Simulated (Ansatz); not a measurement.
System: dimethylaminoboronic acid, C$_{2}$H$_{8}$BNO$_{2}$ (charge 0, singlet). 
Coordinates optimised at B3LYP-D3(BJ)/def2-TZVP (Ansatz, a program for electronic structure):
```xyz
14

C     -1.4245     0.1986    -1.2036
N     -0.6272    -0.1305    -0.0405
C     -1.3650    -0.7789     1.0234
B      0.7496     0.1559     0.0484
O      1.4260    -0.1994     1.2062
O      1.3663     0.7803    -1.0258
H     -2.2448     0.8768    -0.9388
H     -0.8080     0.6804    -1.9576
H     -1.8709    -0.7022    -1.6419
H     -0.7060    -0.9953     1.8598
H     -2.1829    -0.1411     1.3800
H     -1.8090    -1.7201     0.6769
H      2.3600     0.0170     1.2169
H      2.3030     0.9531    -0.9156
```

Quantity: atomisation energy (electronic, to ground-state atoms), in eV. Valence correlation only, unless marked. UHF or UKS for open shells. Spin-orbit coupling is left out. No relativistic terms. The coupled-cluster limit lacks core correlation, which all-electron functionals hold. Basis-set limits of correlation are two-point, X^-3; Hartree-Fock from the larger set.

```
level                               program  atomisation energy (eV)
---------------------------  --------------  -----------------------
PBE-D3(BJ)/def2-TZVPD        Ansatz + dftd3                    60.39
revPBE-D3(BJ)/def2-TZVPD     Ansatz + dftd3                    58.57
CAM-B3LYP-D3(BJ)/def2-TZVPD  Ansatz + dftd3                    59.49
MP2/CBS(cc-pVTZ,cc-pVQZ)             Ansatz                    60.30
```

Predict the CCSD(T)/CBS(cc-pVTZ,cc-pVQZ) result (Ansatz).

59.06 eV
